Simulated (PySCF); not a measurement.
C₂H₆AlF, singlet, at a GFN2-xTB geometry (such geometries of metal compounds can be far from the true shape). Base run: HF/6-31G, polarisability run with PySCF.

PySCF was given this input:
```python
from pyscf import gto, scf
from pyscf.prop import polarizability

mol = gto.Mole()
mol.atom = '''
    Al   -0.018122    0.013841   -0.018150
    C     1.808266   -0.200631   -0.776433
    H     2.235444   -1.187839   -0.587723
    H     2.517574    0.524854   -0.369295
    H     1.788200   -0.049842   -1.860537
    C    -0.745277   -0.556671    1.742736
    H    -1.426969   -1.406597    1.640447
    H    -1.330043    0.248003    2.199605
    H     0.027221   -0.849799    2.455767
    F    -1.105974    0.787233   -1.004459
'''
mol.basis = '6-31g'
mol.charge = 0
mol.spin = 0
mol.verbose = 4
mol.build()

mf = scf.RHF(mol)
mf.kernel()
alpha = mf.Polarizability().polarizability()[2, 2]
print('alpha_zz =', alpha)
```

The base run was repeated with changes; each row names its change, and settings that it needs were set with it.

```csv
change,alpha_zz (bohr³),basis functions
base,39.72,52
finite field (a.u.) = 2e-4; conv_tol = 1e-6,40.07,52
basis = def2-SVP,40.79,90
finite field (a.u.) = 0.001; conv_tol = 1e-11,39.72,52
basis = 6-31G*,40.33,72
basis = cc-pVDZ,42.63,90
basis = STO-3G,22.94,30
finite field (a.u.) = 0.05; conv_tol = 1e-11,40.52,52
finite field (a.u.) = 0.005; conv_tol = 1e-11,39.73,52
"functional = lda,vwn",45.46,52
basis = def2-SVPD,48.15,135
finite field (a.u.) = 0.02; conv_tol = 1e-11,39.84,52
```

Finite-field rows take the second difference of the energy in a field along z; a small field with loose convergence shows SCF noise divided by the square of the field, and a large one adds hyperpolarisability.
